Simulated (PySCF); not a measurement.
Species: C3H5BrOSi.
Bonds: Br1–C2, C2–C3, C3–C4 (double), C4–Si5, Si5–O6, C3–O6. Hydrogens: H7, H8 on C2; H9 on C4; H10, H11 on Si5.

Level of theory: PBE0-D3(BJ)/def2-SVP geometry optimisation, gas phase in PySCF.

Q: List the bond lengths, angles and torsions at this level.

A: 
| bond | length (pm) |
| --- | --- |
| Br1–C2 | 192.6 |
| C2–C3 | 148.7 |
| C3=C4 | 135.3 |
| C4–Si5 | 183.6 |
| Si5–O6 | 174.6 |
| C3–O6 | 137.8 |
| C2–H7, C2–H8 | 109.9 |
| C4–H9 | 108.6 |
| Si5–H10, Si5–H11 | 148.9 |

Bonds in one row agree within 1 pm and their mean is given. A selection of angles:
| angle | degrees |
| --- | --- |
| Br1–C2–C3 | 113.4 |
| Br1–C2–H7 | 108.0 |
| C3–C2–H7 | 109.6 |
| H7–C2–H8 | 108.0 |
| C2–C3–C4 | 134.7 |
| C2–C3–O6 | 114.2 |
| C4–C3–O6 | 111.1 |
| C3–C4–Si5 | 84.1 |
| C3–C4–H9 | 128.4 |
| Si5–C4–H9 | 147.5 |
| C4–Si5–O6 | 77.9 |
| C4–Si5–H10 | 120.5 |
| O6–Si5–H10 | 111.4 |
| H10–Si5–H11 | 109.9 |
| C3–O6–Si5 | 86.9 |

Torsions: Br1–C2–C3–C4 0° (synperiplanar); C2–C3–C4–Si5 180° (antiperiplanar); C3–C4–Si5–O6 0° (synperiplanar); C4–Si5–O6–C3 0° (synperiplanar); C2–C3–O6–Si5 180° (antiperiplanar).

The 4-membered ring C3–C4–Si5–O6 has internal angles of 77.9° to 111.1°; it is planar, 0.00 Å rms from its mean plane, widest ring torsion 0°. Si5 (oxygen-bound silicon) has angles from 77.9° to 120.6°. O6 (silyl ether oxygen) is bent (angle 86.9°). The 2 C–C bonds span 1.353 Å (C3=C4, drawn double) to 1.487 Å (C2–C3, drawn single), a spread of 0.134 Å. Of the pairs four or more bonds apart, Br1···H9 is among the closest relative to their van der Waals radii: 3.09 Å, 101 % of the sum of Bondi's values. The 6 heavy atoms lie in one plane (0.004 Å rms).

Point group: Cs (tolerance 0.08 Å). No frequency check. One conformer, not necessarily the lowest.

On one thread, Arm Neoverse V2 (aarch64), shared host with 96 logical CPUs at a one-minute load of 54, this took 70 s wall and 0.51 GiB of memory at its peak. These figures are those of the optimisation.
